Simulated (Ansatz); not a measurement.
Total energies of Ga₅As₄ (the lowest doublet isomer of a short search) from Ansatz at r2SCAN-D4/def2-SVP, gas phase (1 Eh = 27.2114 eV = 2625.5 kJ/mol). The reference geometry is relaxed at r2SCAN-D4/def2-SVP.

Cartesian coordinates in Å:
```
Ga 2.187 -0.612 0.636
Ga -1.627 0.999 0.850
Ga 1.421 -1.271 -1.923
Ga -2.714 0.506 -1.445
Ga 1.373 1.757 0.282
As -0.991 -1.328 -0.744
As 0.097 -1.580 1.585
As -0.067 0.859 -1.651
As 0.322 0.671 2.411
```

```csv
state,geometry,energy (Eh)
charge 0 doublet,reference,-18565.67194
charge 0 quartet,relaxed at r2SCAN-D4/def2-SVP,-18565.64117
free Ga atom (doublet),–,-1924.54708
free As atom (quartet),–,-2235.53060
```

**Question.** Which of the charge 0 states is lowest, and how far above it are the others?

**Answer.** The doublet. quartet: -18565.64117 − (-18565.67194) = 0.03077 Eh = 80.8 kJ/mol. The quartet differs in its bonds from the reference.

**Question.** What is the binding energy per atom against free atoms?

**Answer.** Atoms: 5 × (-1924.54708) + 4 × (-2235.53060) = -18564.85780 Eh. Binding: -18564.85780 − (-18565.67194) = 0.81414 Eh = 22.15 eV, or 2.46 eV for each of 9 atoms (no zero-point energy, no counterpoise term).

The structure comes from a short search, and lower isomers may exist.
